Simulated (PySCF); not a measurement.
Computed Raman spectrum (relative Raman activity) of a molecule CH6Cl2Si2. The structure is a stationary point at TPSSh-D3(BJ)/def2-SVP. The values are those of a single conformer. Level of theory: TPSSh-D3(BJ)/def2-SVP (PySCF 2.14.0). Frequencies are harmonic and unscaled.

ν (cm⁻¹): 389 (w), 508 (w), 516 (w), 731 (vw), 945 (w), 948 (w), 1443 (w), 2245 (vs), 2254 (s), 2269 (s), 3033 (s), 3135 (m), 3138 (m) (against the strongest line: vs over 80 %, s over 45 %, m over 15 %, w over 4 %, vw less)

Identify the compound among the candidates.
A) Cl[SiH2]C[SiH2]Cl
B) C[Si]([SiH3])(Cl)Cl
C) C[SiH2][SiH](Cl)Cl
D) [SiH3]C[SiH](Cl)Cl

B, C[Si]([SiH3])(Cl)Cl
